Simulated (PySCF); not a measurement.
Ga(SH)3 (GaH₃S₃), SMILES [SH][Ga]([SH])[SH].

Coordinates come from a PBE-D3(BJ)/def2-SVP optimisation. The structure was generated by enumeration; whether it is a known compound was not checked. The values are those of a single conformer.

Method: PBE/def2-TZVP (PySCF).

The molecule is in vacuum.

Computed frontier levels, gap, dipole moment and polarisability:
The highest occupied level comes out as -6.43 eV and the lowest empty level comes out as -2.05 eV. The orbital gap is 4.39 eV. The dipole moment comes out as 1.47 D and the quadrupole, principal values (traceless, Buckingham form, about the centre of nuclear charge) is -5.12, -3.18, 8.30 D·Å. The mean static polarisability is 90.5 bohr³ (13.42 Å³). The polarisability, principal values comes out as 59.6, 105.5, 106.6 bohr³.
